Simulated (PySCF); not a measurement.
## Computed structure and properties of Tb(NH2)3

System: Tb(NH2)3 (singlet in the valence; each metal's 4f electrons, 8 of them, lie in its core potential, out of spins and levels); start: displaced along the imaginary mode (C1). Method: PySCF 2.14.0, RKS PBE0, Tb lcecp-1-SVP with ECP54, N def2-SVP, H def2-SVP; non-relativistic Hamiltonian with scalar-relativistic core potentials where named; density fitting; no spin-orbit coupling.

Input of the relaxation:

```python
mol = gto.M(atom='''
Tb    -0.00000     0.00000     0.00000
N      2.21504     0.00002    -0.00598
H      2.83715     0.24993     0.80373
H      2.85113    -0.24987    -0.80425
N     -1.10754     1.91827     0.01493
H     -1.40391     2.49373     0.80464
H     -1.44028     2.43245    -0.80334
N     -1.10750    -1.91829    -0.00895
H     -1.60633    -2.34465     0.80360
H     -1.23776    -2.58159    -0.80438''',
    basis={'Tb': 'lcecp-1-SVP', 'N': 'def2-SVP', 'H': 'def2-SVP'},
    ecp={'Tb': 'lcecp-1-SVP'},
    charge=0, spin=0)
mf = dft.RKS(mol, xc='PBE0')
mf.grids.atom_grid = (50, 194)  # f atoms: unpruned, at least (60, 302)
mf = mf.density_fit()  # fitting sets: Tb AutoAux, N def2-universal-JKFIT, H def2-universal-JKFIT
mf.conv_tol = 1e-08; mf.max_cycle = 55
mf.kernel(dm0)  # dm0: converged density of the start geometry
# quasi-Newton relaxation in Cartesian coordinates to a largest gradient under 0.00045 Eh/bohr, steps kept in the point group
```

Run from Python with OMP_NUM_THREADS=2; the lines above give its settings. Where DIIS fails, smearing, a level shift and second-order steps follow.
It took 2.9 min on 2 threads of Arm Neoverse V2, on a shared host, from the converged density of the start.

Course of the relaxation:

```tsv
step	energy above end (eV)	largest force component within the symmetry (eV/Å)
0	0.9067	1.136
1	0.7742	0.164
2	0.6415	0.657
3	0.6265	1.492
4	0.4928	0.874
5	0.4603	0.619
6	0.4161	0.444
7	0.3649	0.312
38	0.0013	0.054
39	0.0010	0.039
40	0.0007	0.038
41	0.0003	0.028
42	0.0001	0.021
43	0.0000	0.020
```
(The steps between are left out.)

Relaxed geometry (nearly C3v):

```xyz
10

Tb   -0.0062    0.0113   -0.0844
N     2.1782    0.0017    0.0058
H     2.8003    0.8013    0.1335
H     2.7963   -0.8094   -0.0478
N    -1.0970    1.8863    0.1902
H    -0.6980    2.8158    0.3289
H    -2.1076    2.0215    0.2363
N    -1.0887   -1.8811   -0.2384
H    -2.0979   -2.0343   -0.2081
H    -0.6794   -2.8132   -0.3160
```

```json
{"contact": "Tb1–N2 (NH2)", "Å": "2.186"}
{"contact": "Tb1–N5 (NH2)", "Å": "2.186"}
{"contact": "Tb1–N8 (NH2)", "Å": "2.186"}
```

On the finer grid (75, 302):

The HOMO is -6.03 eV. The LUMO is -1.09 eV. The dipole about the centre of mass is 0.22 D. The set of Mulliken populations of Tb1 outside the core potential is s 2.23, p 6.34, d 1.45, f 0.06. The D3(BJ) dispersion energy (not in the energies) is -0.141 eV.

```csv
atom,Mulliken (e),Löwdin (e),spin (e)
Tb1,0.92,0.56,0.00
N2,-0.55,-0.32,0.00
H3,0.12,0.07,0.00
H4,0.12,0.07,0.00
N5,-0.55,-0.32,0.00
H6,0.12,0.07,0.00
H7,0.12,0.07,0.00
N8,-0.55,-0.32,0.00
H9,0.12,0.07,0.00
H10,0.12,0.07,0.00
```

The 4f levels lie in the core potential and are missing. Their spin isn't counted.

No frequency check is given for this geometry.

Taking off one NH2 (charge -1, singlet; the rest: singlet) in vacuum, both parts rigid, costs 10.61 eV; the small basis without counterpoise inflates it. Most of it is the attraction of opposite charges; other ways to part are cheaper, and one spin state was tried for the rest.

Rigid scan of NH2 along the line from its metal:

(distance to N2 (Å), energy (eV)): (1.89, 1.009), (1.99, 0.390), (2.09, 0.085), (2.19, 0.000), (2.29, 0.066), (2.39, 0.235), (2.59, 0.745), (2.89, 1.663), (3.29, 2.829), (3.79, 4.002)

One start shape was tried, so this needn't be the lowest isomer.

An lcecp potential fixes the number of 4f electrons, so in runs with it no electron can move into or out of that shell.
